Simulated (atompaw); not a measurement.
# u(r) = r·R(r): atom against pseudo-atom (platinum)

Columns: radius, all-electron u(r) and pseudo u(r) of the 5d shell (level -7.20 eV) of platinum in the configuration [Xe] 4f14 5d9 6s0.5 6p0.5; PBE, scalar-relativistic, PAW (atompaw) scheme, atompaw 4.2.0.5.

```tsv
r (bohr)	all-electron	pseudo
0.115	0.2615	0.0018
0.231	-0.1458	0.0144
0.346	-0.3943	0.0458
0.462	-0.2706	0.1009
0.577	0.0095	0.1786
0.692	0.2943	0.2756
0.808	0.5245	0.3857
0.923	0.6834	0.4968
1.038	0.7803	0.5989
1.154	0.8287	0.6822
1.269	0.8409	0.7396
1.385	0.8287	0.7710
1.500	0.8007	0.7776
1.615	0.7632	0.7593
1.731	0.7199	0.7199
1.846	0.6747	0.6747
1.962	0.6287	0.6287
2.077	0.5839	0.5839
2.192	0.5407	0.5407
2.308	0.4993	0.4993
2.423	0.4606	0.4606
2.538	0.4244	0.4244
2.654	0.3904	0.3904
2.769	0.3591	0.3591
2.885	0.3298	0.3298
3.000	0.3030	0.3030
```

(1) How many radial nodes do the two functions have?

(2) At about which radius was the pseudo-wave matched?

(3) Is the pseudo-wave norm-conserving?

## Answers

(1) The all-electron 5d function has n − l − 1 = 2; the pseudo-wave has 0, since the states of the same l below it are removed with the core.

(2) 1.75 bohr, where the columns begin to agree (steps of 0.12 bohr).

(3) No, it belongs to a PAW set: the norm inside the radius is not constrained, and the difference is carried by the augmentation charge.
